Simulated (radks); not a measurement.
The terbium ion Tb2.5+, configuration [Xe] 4f7.5 6p1 (fractional occupations, a model configuration).

All-electron calculation, scalar-relativistic Kohn-Sham, r2SCAN, spin-unpolarised, spherical densities, finite nucleus; meta-GGA in the generalised Kohn-Sham scheme; Fermi nuclear charge, rms radius 5.06 fm. Program: a radial shooting solver on a logarithmic mesh with Libxc functionals.

Energy parts (eV):
total: -318580.35
kinetic: 342865.25
electron-nucleus: -776424.75
Hartree: 121919.46
exchange-correlation: -6940.31

Orbitals (lengths in bohr, moments of r in powers of bohr; <r^-3> diverges for s and p1/2):
orbital,occ.,eigenvalue (eV),<r>,<r^-3>
1s,2,-51963.49,0.02151,-
2s,2,-8665.374,0.09148,-
2p,6,-7700.483,0.08090,12100
3s,2,-1958.563,0.2390,-
3p,6,-1659.468,0.2379,2566
3d,10,-1269.635,0.2166,343.3
4s,2,-420.3798,0.5407,-
4p,6,-321.1773,0.5720,571.1
4d,10,-184.4037,0.6202,64.50
5s,2,-78.2603,1.289,-
5p,6,-53.4674,1.477,82.91
4f,7.5,-35.8962,0.8042,9.178
6p,1,-15.7797,3.781,11.30

The highest occupied level is 6p at -15.780 eV. Summed over all electrons, <r^2> = 49.00 bohr^2, which gives a Langevin (diamagnetic) susceptibility term of -38.8 x 10^-6 cm^3/mol. The density falls to 0.001 e/bohr^3 at r = 4.50 bohr. The electron density at the nucleus is 7.2e+05 e/bohr^3 (large components only).
